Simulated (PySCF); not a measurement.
# [BiCl2]+ at several levels of theory

All levels use the PBE0 minimum (singlet; Bi–Cl 2.342 Å (×2); Cl–Bi–Cl 99.4°), basis [Bi def2-TZVP with ECP60, Cl def2-TZVP], scalar-relativistic core potentials, density fitting, no spin–orbit coupling, PySCF. For vertical energies the ionised species is a doublet (spins chosen at PBE0 and kept) and the electron-attached one a doublet. Open shells are unrestricted, also as the reference of the correlated levels. Dipoles are about the centre of mass. A dash marks a value that was not computed or is not defined at that level.

Z-matrix (Å, degrees; charge 1 multiplicity 1):
```
Bi
Cl 1 2.3421
Cl 1 2.3421 2 99.38
```

```csv
level,vertical IP (eV),vertical EA (eV),−ε(HOMO) (eV),gap (eV),dipole (D)
PBE0,16.81,8.03,14.65,4.60,2.30
HF,16.41,7.87,17.41,10.23,2.99
MP2,17.16,7.95,–,–,–
PBE,16.50,7.76,13.29,2.64,1.94
r2SCAN,16.70,8.02,13.63,2.98,2.14
B3LYP,16.76,7.98,14.37,4.10,2.21
TPSSh,16.64,–,13.92,3.56,2.20
```

Spin–orbit coupling, left out here, can matter for elements this heavy.
